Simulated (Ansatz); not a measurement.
`O=[C](O)[GaH2]` and `C=CC(=O)O` differ in one atom or group.

Ansatz, PBE0-D4/def2-TZVP geometries, multiplicity 1. Each molecule was computed in one conformer, which needn't be the lowest.

Scalar relativity is left out up to krypton.

```json
{"property": "LUMO energy (PBE0/def2-TZVPP) / eV", "`O=[C](O)[GaH2]`": "-1.88"}
{"property": "LUMO energy (ωB97M-V/def2-TZVPP) / eV", "`O=[C](O)[GaH2]`": "-0.17"}
{"property": "size of the dipole moment (B3LYP/def2-TZVPP) / D", "`O=[C](O)[GaH2]`": "1.47"}
{"property": "HOMO energy (PBE0/def2-TZVPP) / eV", "`O=[C](O)[GaH2]`": "-7.50"}
{"property": "HOMO–LUMO gap (PBE0/def2-TZVPP) / eV", "`O=[C](O)[GaH2]`": "5.62"}
{"property": "LUMO energy (B3LYP/def2-TZVPP) / eV", "`O=[C](O)[GaH2]`": "-2.18"}
```

(1) What does the change do to each property? (Estimate.)

## Answers

(1) Computed: 
| property | `C=CC(=O)O` | shift |
| --- | --- | --- |
| LUMO energy (PBE0/def2-TZVPP) / eV | -1.54 | 0.34 |
| LUMO energy (ωB97M-V/def2-TZVPP) / eV | 0.65 | 0.82 |
| size of the dipole moment (B3LYP/def2-TZVPP) / D | 2.17 | 0.70 |
| HOMO energy (PBE0/def2-TZVPP) / eV | -8.20 | -0.70 |
| HOMO–LUMO gap (PBE0/def2-TZVPP) / eV | 6.67 | 1.05 |
| LUMO energy (B3LYP/def2-TZVPP) / eV | -1.77 | 0.41 |

With PBE0 the HOMO falls by 0.70 eV and the LUMO rises by 0.34 eV, so the gap widens by about 1.04 eV. PBE moves the HOMO by -0.36 eV and ωB97M-V by -0.88 eV. The zero-point energy changes by 81.5 kJ/mol with +6 modes. Dipoles are sizes alone; their direction can turn.

B3LYP here is the variant with VWN-RPA as its local correlation; programs differ in this.
